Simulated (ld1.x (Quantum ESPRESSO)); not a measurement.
**Logarithmic derivatives: Au (Z = 79), TM**

| Quantity | Value |
| --- | --- |
| Element | Au (Z = 79) |
| Generator | ld1.x (Quantum ESPRESSO) 7.5 |
| Type | norm-conserving Troullier–Martins (Kleinman–Bylander form) |
| Functional | PBE |
| Relativity | fully relativistic |
| Frozen core | [Xe] 4f14 |
| Valence charge | 11 |
| Reference configuration | 5d10 6s1 6p0 |
| Partial waves | 6p (bound, empty): rc 3.65 bohr; 5d (bound): rc 1.55 bohr; 6s (bound): rc 2.15 bohr |
| Local potential | the s channel |
| Core correction | Bessel-smoothed model core inside 1.20 bohr |

Open shells are filled in proportion to 2j + 1 (rel_dist='average').

The phase is arctan(r·u′/u) with u = r·R(r), unwrapped; energies in Ry, scanned from -3 to 5 Ry. A pole is an energy at which the radial function vanishes at the test radius. The pseudo phase is shifted by a multiple of π to meet the all-electron one at the reference energy, and phase errors are pseudo minus all-electron; the curves can meet again beyond the range given. Levels narrower than the energy grid can be missing from the lists of poles.

| channel | radius (bohr) | reference energy (Ry) | poles, all-electron | poles, pseudo | unbroken range about the reference energy with phases within 0.05 rad | phase error 1 Ry above the reference energy (rad) |
| --- | --- | --- | --- | --- | --- | --- |
| s | 3.95 | -0.42 | -0.15, 3.04 | -0.15, 2.86 | below 1.0 | -0.006 |
| p1/2 | 3.95 | -0.08 | 0.50, 3.83 | 0.49, 3.56 | below 1.4 | -0.010 |
| p3/2 | 3.95 | -0.05 | 0.72, 4.23 | 0.70, 3.63 | below 1.5 | -0.011 |
| d3/2 | 3.95 | -0.58 | -0.55, 1.98 | -0.55, 2.10 | below 0.5 | +0.023 |
| d5/2 | 3.95 | -0.46 | -0.43, 2.05 | -0.43, 2.17 | below 0.6 | +0.032 |

Phases in the d3/2 channel:

```
E (Ry)  all-electron  pseudo
 -3.00         1.428   1.428
 -2.76         1.422   1.422
 -2.52         1.415   1.415
 -2.28         1.407   1.407
 -2.04         1.398   1.398
 -1.80         1.388   1.388
 -1.56         1.375   1.375
 -1.32         1.357   1.357
 -1.08         1.333   1.333
 -0.84         1.287   1.287
 -0.60         0.033   0.036
 -0.36        -1.811  -1.810
 -0.12        -1.893  -1.891
  0.12        -1.995  -1.990
  0.36        -2.189  -2.173
  0.60        -2.702  -2.638
  0.84        -3.756  -3.653
  1.08        -4.305  -4.256
  1.32        -4.509  -4.479
  1.56        -4.611  -4.588
  1.80        -4.676  -4.655
  2.04        -4.724  -4.702
  2.28        -4.766  -4.742
  2.52        -4.809  -4.777
  2.76        -4.858  -4.815
  3.00        -4.927  -4.859
  3.24        -5.046  -4.918
  3.48        -5.337  -5.014
  3.72        -6.337  -5.212
  3.96        -7.283  -5.802
  4.20        -7.554  -6.960
  4.44        -7.665  -7.430
  4.68        -7.726  -7.596
  4.92        -7.766  -7.679
```
